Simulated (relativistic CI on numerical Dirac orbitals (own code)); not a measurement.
## Electric-dipole transitions in Tm20+

Computed by Dirac-Coulomb-Breit CI, orbitals from a KLI potential per configuration, a model potential for QED, unscaled Slater integrals (own radial code, finite nucleus).

Configuration list (outside the closed core [Ar] 3d10 4s2): 4p6 4d10 4f3, 4p6 4d10 4f2 5s, 4p6 4d10 4f 5s2, 4p6 4d10 4f2 5p, 4p6 4d10 4f 5s 5p, 4p6 4d9 4f4, 4p6 4d10 4f 5p2, 4p6 4d10 4f 5s 5d, 4p6 4d10 4f2 5d, 4p6 4d10 4f 5p 5d, 4p6 4d9 4f2 5s2, 4p5 4d10 4f4, 4p6 4d10 4f2 5f, 4p6 4d10 4f 5d2, 4p6 4d10 4f2 6s, 4p6 4d10 4f2 6p. Levels of other configurations are missing.

```tsv
λ vac (nm)	Lower	Upper	A (s⁻¹)	E lower (cm⁻¹)	E upper (cm⁻¹)
7.6179	4p6 4d10 4f3 4I°_15/2 [4]	4p6 4d10 4f2 5d 2K_13/2 [194]	8.42e+10	29709	1342411
7.6229	4p6 4d10 4f3 4I°_9/2 [1]	4p6 4d10 4f2 5d 4H_7/2 [155]	5.43e+10	0	1311836
7.6455	4p6 4d10 4f3 4I°_13/2 [3]	4p6 4d10 4f2 5d 2I_11/2 [177]	8.73e+10	20396	1328357
7.6462	4p6 4d10 4f3 4I°_15/2 [4]	4p6 4d10 4f2 5d 4I_15/2 [187]	6.91e+10	29709	1337553
7.6620	4p6 4d10 4f3 4I°_11/2 [2]	4p6 4d10 4f2 5d 4I_11/2 [160]	4.55e+10	10482	1315625
7.6636	4p6 4d10 4f3 4I°_11/2 [2]	4p6 4d10 4f2 5d 4H_9/2 [158]	1.27e+11	10482	1315351
7.6803	4p6 4d10 4f3 4I°_13/2 [3]	4p6 4d10 4f2 5d 4H_11/2 [168]	1.05e+11	20396	1322429
7.6880	4p6 4d10 4f3 4I°_13/2 [3]	4p6 4d10 4f2 5d 4I_13/2 [164]	8.99e+10	20396	1321123
7.6895	4p6 4d10 4f3 4I°_15/2 [4]	4p6 4d10 4f2 5d 4H_13/2 [180]	1.16e+11	29709	1330186
7.6939	4p6 4d10 4f3 4I°_9/2 [1]	4p6 4d10 4f2 5d 4H_7/2 [147]	1.52e+11	0	1299732
7.6957	4p6 4d10 4f3 4I°_11/2 [2]	4p6 4d10 4f2 5d 2H_9/2 [153]	6.75e+10	10482	1309916
7.7222	4p6 4d10 4f3 4I°_11/2 [2]	4p6 4d10 4f2 5d 4I_11/2 [151]	7.36e+10	10482	1305450
7.7404	4p6 4d10 4f3 4I°_9/2 [1]	4p6 4d10 4f2 5d 4I_9/2 [145]	1.07e+11	0	1291919
7.7484	4p6 4d10 4f3 2K°_13/2 [14]	4p6 4d10 4f2 5d 2I_11/2 [197]	1.42e+11	53686	1344272
7.7649	4p6 4d10 4f3 2H°_9/2 [6]	4p6 4d10 4f2 5d 2H_9/2 [166]	7.09e+10	33547	1321392
17.281	4p6 4d10 4f2 5p 4I°_9/2 [66]	4p6 4d10 4f2 5d 4K_11/2 [146]	1.20e+11	717131	1295792
17.300	4p6 4d10 4f2 5p 4I°_11/2 [69]	4p6 4d10 4f2 5d 4K_13/2 [156]	1.10e+11	734951	1313001
17.321	4p6 4d10 4f2 5p 2I°_13/2 [76]	4p6 4d10 4f2 5d 4K_15/2 [175]	1.03e+11	750539	1327868
17.333	4p6 4d10 4f2 5p 4G°_5/2 [68]	4p6 4d10 4f2 5d 4H_7/2 [155]	1.11e+11	734910	1311836
17.526	4p6 4d10 4f2 5p 2I°_13/2 [76]	4p6 4d10 4f2 5d 4I_13/2 [164]	6.38e+10	750539	1321123
17.529	4p6 4d10 4f2 5p 4I°_11/2 [69]	4p6 4d10 4f2 5d 4I_11/2 [151]	6.65e+10	734951	1305450
20.862	4p6 4d10 4f2 5p 4I°_11/2 [91]	4p6 4d10 4f2 5d 4H_13/2 [180]	5.66e+10	850851	1330186
20.955	4p6 4d10 4f2 5p 2H°_11/2 [97]	4p6 4d10 4f2 5d 2K_13/2 [189]	7.23e+10	862300	1339514
21.025	4p6 4d10 4f2 5p 4I°_13/2 [95]	4p6 4d10 4f2 5d 4I_15/2 [187]	7.67e+10	861919	1337553
23.531	4p6 4d10 4f2 5s 2I_11/2 [61]	4p6 4d10 4f2 5p 2H°_9/2 [131]	4.40e+10	510541	935517
24.085	4p6 4d10 4f2 5s 2I_13/2 [60]	4p6 4d10 4f2 5p 2K°_15/2 [128]	4.24e+10	510228	925431
24.443	4p6 4d10 4f2 5s 4H_13/2 [49]	4p6 4d10 4f2 5p 4I°_15/2 [104]	4.10e+10	465568	874682
24.551	4p6 4d10 4f2 5s 4H_11/2 [44]	4p6 4d10 4f2 5p 4I°_13/2 [95]	3.34e+10	454610	861919
24.553	4p6 4d10 4f2 5s 4H_9/2 [43]	4p6 4d10 4f2 5p 4I°_11/2 [91]	2.93e+10	443563	850851
24.591	4p6 4d10 4f2 5s 2G_9/2 [54]	4p6 4d10 4f2 5p 2H°_11/2 [114]	3.85e+10	483563	890221
```

Terms are leading LS components. Brackets give the number of a level in order of energy, since labels repeat. The list gives strong lines, with weight on those to low levels, without lines whose two gauges differ by over a factor of 2.5, among the lowest 200 of 2455 levels, so that lines to higher ones, which can be the strongest, are missing. Levels whose partners in the same complex of configurations lie outside the list can be far off, and so can their lines. Rates are taken at the computed energies, electric ones in the length gauge.

At this charge transitions that keep the count of f electrons are usually good to a few per cent. Terms inside the open d or f shell come out 10 to 20 % too wide with unscaled integrals. Levels that differ in their count of f electrons can be misplaced by several ten thousand cm⁻¹, since the correlation energy of f electrons is missing or only estimated; rates across such gaps can be off by orders of magnitude.

LS names give the leading component of a level, which can be under half, so a name can repeat, a term be missing and a line seem to break the LS rules.
